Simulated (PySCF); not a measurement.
Below is a simulated gas-phase C 1s photoelectron spectrum of `C([Se]C)OCC`.

Every computed line was given a Gaussian of 0.4 eV full width at half maximum and an area set by the number of equivalent atoms; the highest printed point is 100. Method: delta-SCF UKS SCAN, pcX-2 on the ionised atom, pcseg-1 elsewhere, spin-free X2C (PySCF).

(binding energy (eV), intensity): (290.2, 0), (290.3, 2), (290.4, 9), (290.5, 27), (290.6, 59), (290.7, 92), (290.8, 100), (290.9, 77), (291.0, 42), (291.1, 16), (291.2, 4), (291.3, 1), (291.4, 0), (291.5, 0), (291.6, 1), (291.7, 3), (291.8, 12), (291.9, 33), (292.0, 66), (292.1, 94), (292.2, 96), (292.3, 70), (292.4, 37), (292.5, 14), (292.6, 4), (292.7, 1)

Task: How many maxima does the curve show, and how many computed lines lie under it?

Result: The curve has 2 maxima (at 290.8 and 292.2 eV). Under it lie 4 lines from 4 inequivalent carbon sites. At this width some lines have no maximum of their own.

Task: Decompose the envelope and assign each component. Numbering: `[CH3:1][CH2:2][O:3][CH2:4][Se:5][CH3:6]`.

Result: 
```json
{"position (eV)": "290.77", "relative area": "1", "line": "C 1s", "atoms": "C6", "environment": "sp3 carbon bound to selenium"}
{"position (eV)": "290.78", "relative area": "1", "line": "C 1s", "atoms": "C1", "environment": "methyl carbon"}
{"position (eV)": "292.12", "relative area": "1", "line": "C 1s", "atoms": "C2", "environment": "sp3 carbon bound to oxygen"}
{"position (eV)": "292.19", "relative area": "1", "line": "C 1s", "atoms": "C4", "environment": "sp3 carbon bound to oxygen"}
```

Task: What are the centre and the root-mean-square width of the whole band?

Result: The area-weighted mean of the lines is 291.47 eV. Their own spread about it is 0.69 eV (rms) and each Gaussian has σ = 0.4/2.355 = 0.17 eV; the variances add, which gives 0.71 eV.

Lowest listed C 1s: C6, bonded to Se and 3 H. Highest, 1.42 eV above it: C4, bonded to O, Se and 2 H. The values 290.77 and 290.78 eV lie too close for their order to be trusted.

Shake-up satellites, vibrational structure and lifetime widths aren't simulated. Isolated species at its PBE0-D3(BJ)/def2-SVP geometry (one conformer only).

Conformer computed: `[CH3:1][CH2:2][O:3][CH2:4][Se:5][CH3:6]`: C1–C2–O3–C4 73°, C2–O3–C4–Se5 165°, O3–C4–Se5–C6 -61°.
